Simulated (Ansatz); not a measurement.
Energy on a grid of two coordinates

CBCl2N (SMILES N#CB(Cl)Cl), singlet, PBE0-D4/def2-TZVP minimum:

N1  (1.424, -1.025, 1.299)
C2  (0.675, -0.490, 0.608)
B3  (-0.320, 0.221, -0.313)
Cl4  (-1.680, -0.658, -0.914)
Cl5  (-0.049, 1.877, -0.721)
(Å)

Rows set the bond length B3–Cl4 (Å; 1.727 at the minimum), columns the angle Cl5–B3–C2 (°; 119.0), set in this order; the parts move rigidly, in a bend the first-named atom's side turns in the plane, and in a torsion the whole end group turns. CCSD(T) energies count from the value at that structure, in kJ/mol. Program: Ansatz 0.2.0. Basis: def2-TZVPP. Cores are frozen in the correlated methods.

| B3–Cl4 \ Cl5–B3–C2 | 95.0 | 107.0 | 119.0 | 131.0 | 143.0 |
| --- | --- | --- | --- | --- | --- |
| 1.520 | 148.8 | 92.9 | 81.7 | 115.0 | 207.1 |
| 1.668 | 81.9 | 22.9 | 6.0 | 29.0 | 103.0 |
| 1.885 | 107.6 | ? | 21.9 | 33.0 | 85.0 |
| 2.138 | 202.9 | ? | 109.5 | ? | 143.3 |
| 2.418 | 317.5 | 251.9 | 219.7 | 213.3 | ? |

Problem. Fill in the withheld cells. (Judge from chemistry; the value comes from the calculation.)

Solution. The calculation gives: (1.885, 107.0): 45.3; (2.138, 107.0): 138.3; (2.138, 131.0): 110.5; (2.418, 143.0): 231.8 kJ/mol. These count from the CCSD(T) energy at the PBE0-D4 minimum.

The same grid for a cheaper method: r2SCAN-D4 − CCSD(T), both counted from the minimum, in kJ/mol:
| B3–Cl4 \ Cl5–B3–C2 | 95.0 | 107.0 | 119.0 | 131.0 | 143.0 |
| --- | --- | --- | --- | --- | --- |
| 1.520 | -7.0 | -4.1 | -3.0 | -3.4 | -4.8 |
| 1.668 | -3.9 | -1.3 | -0.3 | -0.7 | -1.8 |
| 1.885 | -3.6 | -1.4 | -0.5 | -0.9 | -2.1 |
| 2.138 | -6.1 | -4.3 | -3.7 | -4.3 | -5.7 |
| 2.418 | -8.9 | -7.7 | -7.7 | -8.9 | -11.0 |

T1 diagnostic: at most 0.017. The restricted Hartree–Fock reference is unstable towards an unrestricted one here.

For scale, one of the runs: CCSD(T)/def2-TZVPP, 177 basis functions (an equivalent command: `ansatz run in.yaml --threads 4`). The run took 13 s on 4 CPU threads (shared host), with 1.7 GiB of host memory at its peak.
